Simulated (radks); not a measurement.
Li III, configuration 1s1. Method: scalar-relativistic Kohn-Sham, r2SCAN, spin-polarised, spherical densities, finite nucleus; open shells are filled with parallel spins first; meta-GGA in the generalised Kohn-Sham scheme; Fermi nuclear charge, rms radius 2.444 fm; computed with a radial shooting solver on a logarithmic mesh with Libxc functionals.

Radial electron density D(r) = 4 pi r^2 rho(r):

| r (bohr) | D(r) (e/bohr) |
|---|---|
| 0.03083 | 0.08609 |
| 0.0359 | 0.1132 |
| 0.04179 | 0.1480 |
| 0.04826 | 0.1898 |
| 0.05618 | 0.2453 |
| 0.06541 | 0.3144 |
| 0.07614 | 0.3993 |
| 0.08864 | 0.5018 |
| 0.1032 | 0.6228 |
| 0.1201 | 0.7619 |
| 0.1399 | 0.9165 |
| 0.1628 | 1.081 |
| 0.1895 | 1.246 |
| 0.2207 | 1.399 |
| 0.2569 | 1.524 |
| 0.2967 | 1.599 |
| 0.3454 | 1.615 |
| 0.4021 | 1.556 |
| 0.4681 | 1.419 |
| 0.5449 | 1.213 |
| 0.6344 | 0.9622 |
| 0.7385 | 0.7001 |
| 0.8597 | 0.4607 |
| 1.001 | 0.2698 |
| 1.165 | 0.1380 |
| 1.356 | 0.06032 |
| 1.579 | 0.02200 |
| 1.838 | 0.006507 |

D(r) has 1 maximum, at r = 0.332 bohr.
